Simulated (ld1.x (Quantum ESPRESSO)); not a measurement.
Scattering properties, ultrasoft potential for S (Z = 16)

ld1.x (Quantum ESPRESSO) 7.5 input, shortened:

```
&input
   title='S', zed=16., rel=0, dft='PZ', iswitch=3,
   config='[Ne] 3s2 3p4'
 /
 &inputp
   pseudotype=3, tm=.true., lloc=-2, rcloc=1.30,
   nlcc=.true., new_core_ps=.true., rcore=0.60
 /
4
3S  1  0   2.00   0.00  1.10  1.30  0.0
3S  1  0   0.00  -0.75  1.10  1.30  0.0
3P  2  1   4.00   0.00  1.05  1.35  0.0
3P  2  1   0.00   1.20  1.05  1.35  0.0
 &test
   configts(1)='3s2 3p4'
 /
```

The phase is arctan(r·u′/u) with u = r·R(r), unwrapped; energies in Ry, scanned from -3 to 5 Ry. A pole is an energy at which the radial function vanishes at the test radius. The pseudo phase is shifted by a multiple of π to meet the all-electron one at the reference energy, and phase errors are pseudo minus all-electron; the curves can meet again beyond the range given. Levels narrower than the energy grid can be missing from the lists of poles.

Task: For each channel, where are the poles, and over which energies does the pseudopotential scatter like the atom?

Result:

```
channel  radius (bohr)  reference energy (Ry)  poles, all-electron  poles, pseudo  unbroken range about the reference energy with phases within 0.05 rad  phase error 1 Ry above the reference energy (rad)
      s           1.50                  -1.26                 4.55           4.60                                                        the whole range                                             +0.000
      p           1.50                  -0.52                 none           none                                                        the whole range                                             -0.000
```

Phases in the p channel:

```csv
E (Ry),all-electron,pseudo
-3.00,1.058,1.057
-2.52,0.989,0.988
-2.04,0.894,0.894
-1.56,0.758,0.758
-1.08,0.554,0.553
-0.60,0.249,0.249
-0.12,-0.153,-0.153
0.36,-0.555,-0.555
0.84,-0.858,-0.859
1.32,-1.062,-1.062
1.80,-1.199,-1.199
2.28,-1.295,-1.294
2.76,-1.365,-1.364
3.24,-1.419,-1.418
3.72,-1.462,-1.460
4.20,-1.497,-1.496
4.68,-1.527,-1.525
```
